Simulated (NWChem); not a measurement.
Correlation energy of Br

```xyz
1

Br     0.0000     0.0000     0.0000
```
Charge 0, spin multiplicity 2.

All runs are NWChem calculations.

Basis set: def2-SVP. Each correlation energy counts from its own Hartree-Fock reference.

The Hamiltonian is non-relativistic. The correlated methods keep 9 core orbitals frozen. No SCF solution was tested for a lower state. Open-shell Hartree-Fock references start from PBE0 orbitals. Coupled-cluster values serve here as a point of comparison, not as the truth.

Question: For the correlation energy, CCSD on UHF gives -213.2 mHa and UMP2 gives -206.6 mHa. What do CCSD[T] on UHF, CCSD[T] on ROHF, CCSD(T) on ROHF give?

Answer: CCSD[T] on UHF: -216.5 mHa; CCSD[T] on ROHF: -220.1 mHa; CCSD(T) on ROHF: -219.9 mHa.
